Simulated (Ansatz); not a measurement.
`C[SiH2]O` + `N=CF` → `C[SiH2]/N=C/F` + H₂O at 400 K and 1 bar (ligand exchange at the Si–O bond).

Calculated with Ansatz (gas phase, PBE0-D4/def2-TZVP geometries, no zero-point term in ΔE). CCSD(T)/CBS is the MP2 limit (def2-TZVPP, def2-QZVPP) plus CCSD(T) − MP2 in def2-TZVPP, frozen cores. This one scheme is used for every species. One conformer a species, not always the lowest.

```csv
species,CCSD(T)/CBS energy (Eh),H − E (kJ/mol),S (J/(mol·K))
`C[SiH2]O`,-405.96945,203.1,323.7
`N=CF`,-193.72220,103.2,262.4
`C[SiH2]/N=C/F`,-523.29934,236.1,377.3
H₂O,-76.37941,69.8,198.6
```

H − E and S are ideal-gas, rigid-rotor, harmonic terms from PBE0-D4/def2-TZVP, for one conformer and one mirror image of each species. 1 Eh = 2625.50 kJ/mol, R = 8.31446 J/(mol·K).

Question: By hand: ΔE, ΔH, ΔS and ΔG.

Answer: ΔE = (-523.29934) + (-76.37941) − (-405.96945) − (-193.72220) = 0.01290 Eh = 33.9 kJ/mol. Δ(H − E) = 236.1 + 69.8 − 203.1 − 103.2 = -0.4, so ΔH = 33.5 kJ/mol. ΔS = 377.3 + 198.6 − 323.7 − 262.4 = -10.2 J/(mol·K). ΔG = 33.5 − 400 × (-10.2)/1000 = 37.6 kJ/mol.

Question: By hand: the equilibrium constant, and the temperature at which ΔG would vanish if ΔH and ΔS stayed fixed.

Answer: log₁₀ K = −ΔG/(RT ln 10) = -4.9. ΔH and −TΔS have one sign here, so there is no such temperature.

The number of gas molecules stays the same, so ΔS is small and ΔH decides. A doubt of 5 kJ/mol in ΔE shifts log₁₀ K by 0.7 here. Other conformers and mirror images would add mixing entropy, several J/(mol·K) or more a flexible species. These are equilibria of isolated gas molecules and say nothing of rates. Largest T1 diagnostic: 0.013 (customary marks: 0.02 for closed shells, 0.045 for open ones).

ΔS is within the doubt of such terms, so its sign, and with it that verdict, could turn.
